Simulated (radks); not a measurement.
Problem. All-electron atom: Zr+ in [Kr] 4d2 5s1 (the NIST ground configuration). All-electron calculation, non-relativistic Kohn-Sham, TPSS, spin-polarised, spherical densities, point nucleus; open shells are filled with parallel spins first (spin-orbit coupling, left out, can overturn this in heavy ions); meta-GGA in the generalised Kohn-Sham scheme; relativity is left out, which matters for an element this heavy. Program: a radial shooting solver on a logarithmic mesh with Libxc functionals. Some entries of the table are withheld. Estimate them.

| orbital | occ. | eigenvalue (eV) | <r^2> (bohr^2) | r(max) (bohr) |
|---|---|---|---|---|
| 1s up | 1 | -17450.09 | 0.001946 | 0.02522 |
| 1s down | 1 | -17450.09 | 0.001946 | 0.02522 |
| 2s up | 1 | -2387.260 | 0.03289 | 0.1412 |
| 2s down | 1 | -2387.101 | 0.03289 | 0.1412 |
| 2p up | 3 | -2186.441 | 0.02517 | 0.1113 |
| 2p down | 3 | -2186.320 | 0.02517 | 0.1113 |
| 3s up | 1 | -397.0858 | 0.2525 | 0.4181 |
| 3s down | 1 | -396.9962 | 0.2525 | 0.4181 |
| 3p up | 3 | -321.4851 | 0.2538 | 0.4065 |
| 3p down | 3 | -321.3737 | 0.2538 | 0.4065 |
| 3d up | 5 | -184.4989 | 0.2467 | 0.3478 |
| 3d down | 5 | -184.3164 | 0.2465 | 0.3478 |
| 4s up | 1 | -59.8075 | 1.756 | (1) |
| 4s down | 1 | -58.5979 | 1.736 | (2) |
| 4p up | 3 | (3) | 2.191 | 1.189 |
| 4p down | 3 | (4) | 2.157 | 1.182 |
| 4d up | 2 | (5) | 5.315 | 1.568 |
| 5s up | 1 | -10.1414 | 13.32 | 3.044 |
| 4d down | 0 | (6) | 5.242 | 1.564 |

Solution. 
(1) 4s up r(max) (bohr): 1.105
(2) 4s down r(max) (bohr): 1.100
(3) 4p up eigenvalue (eV): -39.6621
(4) 4p down eigenvalue (eV): -38.2573
(5) 4d up eigenvalue (eV): -10.8760
(6) 4d down eigenvalue (eV): -9.1386
